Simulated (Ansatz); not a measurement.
These are frozen-core CCSD(T)/cc-pVTZ // PBE0-D3(BJ)/def2-TZVP (Ansatz, an electronic-structure program) values and carry that method's errors. The restricted HF reference is unstable towards unrestricted orbitals.

Ansatz 0.2 input:
```yaml
crystal:
  periodic: [false, false, false]
  atoms:
    - { symbol: B, position_ang: [-1.221061, -0.197217, 0.035271] }
    - { symbol: C, position_ang: [0.089946, 0.327513, 0.575611] }
    - { symbol: B, position_ang: [1.22607, 0.837292, 1.150495] }
    - { symbol: B, position_ang: [1.528126, 0.170255, -0.187306] }
    - { symbol: H, position_ang: [-2.233009, -0.057208, 0.656315] }
    - { symbol: H, position_ang: [-1.247927, -0.757881, -1.021573] }
    - { symbol: H, position_ang: [1.857855, -0.322755, -1.208814] }
basis:
  gaussian: { orbitals: cc-pVTZ }
correlation:
  method: ccsd_t
```

Output:

```
Functional definition: HF
933 factors; integrals over basis functions are off by at most 8.4e-4 eV
mean field evaluation 1: about -3087.0005 eV, gradient 3.1e1 eV
mean field evaluation 2: about -3087.0011 eV, gradient 3.1e1 eV
mean field evaluation 4: about -3089.9673 eV, gradient 4.4e0 eV
mean field evaluation 8: about -3090.0486 eV, gradient 1.3e-1 eV
mean field evaluation 16: about -3090.0421 eV, gradient 1.1e0 eV
mean field -3090.04889547 eV, -113.5572023983 hartree, gradient 2.2e-6 eV, S^2 0.000000; 0 other end points of the search recorded, 0 dependent functions left out; unrestricted orbitals would lower it
4 core orbitals not correlated
reference -3090.04889547 eV, -113.5572023983 hartree; 8, 8 occupied and 150, 150 virtual orbitals, 933 factors
second order -12.01166414 eV of doubles, -0.00000000 eV of singles
cycle   1  -12.26956483 eV  change   -2.6e-1 eV  update   9.4e-2
cycle   2  -12.67810403 eV  change   -4.1e-1 eV  update   3.2e-2
cycle   3  -12.76808052 eV  change   -9.0e-2 eV  update   1.6e-2
cycle   4  -12.76365883 eV  change    4.4e-3 eV  update   4.5e-3
cycle   5  -12.76388545 eV  change   -2.3e-4 eV  update   2.3e-3
cycle   6  -12.76423419 eV  change   -3.5e-4 eV  update   7.0e-4
cycle   7  -12.76408448 eV  change    1.5e-4 eV  update   3.1e-4
cycle   8  -12.76412075 eV  change   -3.6e-5 eV  update   1.4e-4
cycle   9  -12.76414159 eV  change   -2.1e-5 eV  update   5.7e-5
cycle  10  -12.76409653 eV  change    4.5e-5 eV  update   2.4e-5
cycle  11  -12.76410853 eV  change   -1.2e-5 eV  update   1.2e-5
perturbative correction -0.74058517 eV, -0.0272160030 hartree
Total energy: -3103.55358917 eV, -114.0534907378 hartree
```

Cost: about 40 core-seconds (a rough figure).
